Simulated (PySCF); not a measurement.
PySCF input (BP86/6-31G* (5d)):

```python
from pyscf import gto, dft

mol = gto.M(
    atom='''
    C    -2.15981200    0.73280800   -0.13406400
    C    -1.28937500   -0.15323500    0.37829600
    C    -0.14420800   -0.74264900   -0.44118500
    Si    1.44674900    0.12106000    0.02599300
    H    -2.88126500    1.03651800    0.65544400
    H    -1.26814100   -0.51685100    1.42476000
    H    -0.02924400   -1.82731300   -0.30039500
    H    -0.34555900   -0.55464700   -1.50104500
    H     2.68591000   -0.46749300   -0.59785400
    H     1.44380800    1.55611100   -0.35843100
    H     1.70037900    0.05729600    1.49533700
    ''',
    basis='6-31g*',
    charge=-1,
    spin=0,
    verbose=4,
)

mf = dft.RKS(mol, xc='bp86')
mf.grids.level = 3
mf.conv_tol = 1e-9
mf.max_cycle = 100
mf.max_memory = 1500
mf.kernel()
if not mf.converged:
    mf = mf.newton()
    mf.kernel(mf.make_rdm1())
mf.dip_moment()
```

Output:

```
PySCF version 2.14.0

[INPUT] verbose = 4
[INPUT] num. atoms = 11
[INPUT] num. electrons = 40
[INPUT] charge = -1
[INPUT] spin (= nelec alpha-beta = 2S) = 0
[INPUT] symmetry False subgroup None
[INPUT] Mole.unit = angstrom
[INPUT] Symbol           X                Y                Z      unit          X                Y                Z       unit  Magmom
[INPUT]  1 C     -2.159812000000   0.732808000000  -0.134064000000 AA   -4.081453160549   1.384806421890  -0.253344243164 Bohr   0.0
[INPUT]  2 C     -1.289375000000  -0.153235000000   0.378296000000 AA   -2.436565621861  -0.289572182698   0.714875834018 Bohr   0.0
[INPUT]  3 C     -0.144208000000  -0.742649000000  -0.441185000000 AA   -0.272513624971  -1.403403216682  -0.833718820266 Bohr   0.0
[INPUT]  4 Si     1.446749000000   0.121060000000   0.025993000000 AA    2.733959380988   0.228770244640   0.049119651156 Bohr   0.0
[INPUT]  5 H     -2.881265000000   1.036518000000   0.655444000000 AA   -5.444801742295   1.958735143182   1.238609649989 Bohr   0.0
[INPUT]  6 H     -1.268141000000  -0.516851000000   1.424760000000 AA   -2.396439177332  -0.976706837208   2.692406193235 Bohr   0.0
[INPUT]  7 H     -0.029244000000  -1.827313000000  -0.300395000000 AA   -0.055263150787  -3.453121113857  -0.567664279189 Bohr   0.0
[INPUT]  8 H     -0.345559000000  -0.554647000000  -1.501045000000 AA   -0.653011869879  -1.048130925812  -2.836563950648 Bohr   0.0
[INPUT]  9 H      2.685910000000  -0.467493000000  -0.597854000000 AA    5.075634295231  -0.883433735151  -1.129780322476 Bohr   0.0
[INPUT] 10 H      1.443808000000   1.556111000000  -0.358431000000 AA    2.728401696456   2.940623609423  -0.677336424554 Bohr   0.0
[INPUT] 11 H      1.700379000000   0.057296000000   1.495337000000 AA    3.213250617962   0.108273748033   2.825777393929 Bohr   0.0

nuclear repulsion = 145.030050222788
number of shells = 40
number of NR pGTOs = 160
number of NR cGTOs = 74
basis = 6-31g*
ecp = {}

******** <class 'pyscf.dft.rks.RKS'> ********
method = RKS
initial guess = minao
damping factor = 0
level_shift factor = 0
DIIS = <class 'pyscf.scf.diis.CDIIS'>
diis_start_cycle = 1
diis_space = 8
diis_damp = 0
SCF conv_tol = 1e-09
SCF conv_tol_grad = None
SCF max_cycles = 100
direct_scf = True
direct_scf_tol = 1e-13
XC library pyscf.dft.libxc version 7.1.2
    S. Lehtola, C. Steigemann, M. J. T. Oliveira, and M. A. L. Marques,  SoftwareX 7, 1–5 (2018)
XC functionals = bp86
    A. D. Becke,  Phys. Rev. A 38, 3098 (1988)
    J. P. Perdew,  Phys. Rev. B 33, 8822 (1986)
    J. P. Perdew,  Phys. Rev. B 34, 7406–7406 (1986)
radial grids:
    Treutler-Ahlrichs [JCP 102, 346 (1995); DOI:10.1063/1.469408] (M4) radial grids

becke partition: Becke, JCP 88, 2547 (1988); DOI:10.1063/1.454033
pruning grids: <function nwchem_prune>
grids dens level: 3
symmetrized grids: False
atomic radii adjust function: <function treutler_atomic_radii_adjust>
small_rho_cutoff = 0
Set gradient conv threshold to 3.16228e-05
Initial guess from minao.
tot grids = 130192
init E= -407.901066190987
  HOMO = -0.249526727530272  LUMO = -0.0820533101863186  gap/eV = 4.55718
cycle= 1 E= -407.737100127954  delta_E= 0.164  |g|= 0.73  |ddm|= 2.95
  HOMO = 0.18830738348547  LUMO = 0.201934093281515  gap/eV = 0.37080
cycle= 2 E= -405.725276472182  delta_E= 2.01  |g|= 1.94  |ddm|= 9.06
  HOMO = 0.0315686704033  LUMO = 0.192801650179115  gap/eV = 4.38737
cycle= 3 E= -407.827351994942  delta_E= -2.1  |g|= 0.487  |ddm|= 8.96
  HOMO = 0.0791102938863002  LUMO = 0.181759242829608  gap/eV = 2.79322
cycle= 4 E= -407.897757464024  delta_E= -0.0704  |g|= 0.238  |ddm|= 0.998
  HOMO = 0.087697689476967  LUMO = 0.169526318299265  gap/eV = 2.22667
cycle= 5 E= -407.908743963974  delta_E= -0.011  |g|= 0.152  |ddm|= 0.447
  HOMO = 0.0961839128891073  LUMO = 0.17236878515827  gap/eV = 2.07310
cycle= 6 E= -407.914787607829  delta_E= -0.00604  |g|= 0.0364  |ddm|= 0.223
  HOMO = 0.0941325633934018  LUMO = 0.173498787052328  gap/eV = 2.15966
cycle= 7 E= -407.915202645658  delta_E= -0.000415  |g|= 0.00701  |ddm|= 0.0675
  HOMO = 0.0935188264420685  LUMO = 0.173171454452258  gap/eV = 2.16746
cycle= 8 E= -407.915217461364  delta_E= -1.48e-05  |g|= 0.00146  |ddm|= 0.0133
  HOMO = 0.0936275272864284  LUMO = 0.173176993159036  gap/eV = 2.16465
cycle= 9 E= -407.915218080235  delta_E= -6.19e-07  |g|= 0.000287  |ddm|= 0.00271
  HOMO = 0.0936517419876868  LUMO = 0.173168170390016  gap/eV = 2.16375
cycle= 10 E= -407.915218116442  delta_E= -3.62e-08  |g|= 9.39e-05  |ddm|= 0.000777
  HOMO = 0.0936581223663731  LUMO = 0.173163217680325  gap/eV = 2.16344
cycle= 11 E= -407.915218110877  delta_E= 5.57e-09  |g|= 1.92e-05  |ddm|= 0.00028
  HOMO = 0.0936565786248953  LUMO = 0.173163755405187  gap/eV = 2.16350
cycle= 12 E= -407.915218111012  delta_E= -1.35e-10  |g|= 4.74e-06  |ddm|= 5.15e-05
  HOMO = 0.0936544972159301  LUMO = 0.173164211022712  gap/eV = 2.16357
Extra cycle  E= -407.915218110968  delta_E= 4.41e-11  |g|= 1.26e-05  |ddm|= 4.73e-05
converged SCF energy = -407.915218110968

WARN: System has nonzero charge -1; the dipole moment is origin-dependent.
Location of origin: [0. 0. 0.]

Dipole moment(X, Y, Z, Debye):  4.93008, -2.47571,  0.66126
```

The dipole moment of an ion depends on the origin.

The geometry given is a B3LYP-D3(BJ)/def2-TZVP minimum.
